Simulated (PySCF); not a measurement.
BH₄O₄, SMILES O[B-](O)(O)O, charge -1.

Geometry optimised at PBE0-D3(BJ)/def2-SVPD. The values are those of a single conformer.

Two levels are set side by side: PBE/def2-SVPD (PySCF) and M06-2X/def2-SVPD (PySCF). Same geometry, gas phase. Differences are taken from unrounded values.

```csv
quantity,M06-2X
orbital gap (eV),8.31
highest occupied level (eV),-3.99
lowest empty level (eV),4.31
mean polarisability (bohr³),41.4
```

What does PBE give, and how far is it from M06-2X? (The exact figures need the calculation; the answer reports its results.)


```
quantity                       PBE  PBE minus M06-2X
---------------------------  -----  ----------------
orbital gap (eV)              4.23             -4.07
highest occupied level (eV)  -0.68              3.31
lowest empty level (eV)       3.55             -0.76
mean polarisability (bohr³)   50.2               8.7
```

PBE's occupied levels lie high since its potential decays too fast outside the molecule; exact exchange lowers them and widens the gap. Loosely held outer electrons make PBE densities more polarisable. Differences between two approximate levels are no errors against the true value.

Rough cost on one machine, each run with all the roots and properties that it gave: M06-2X against PBE about 4 times.
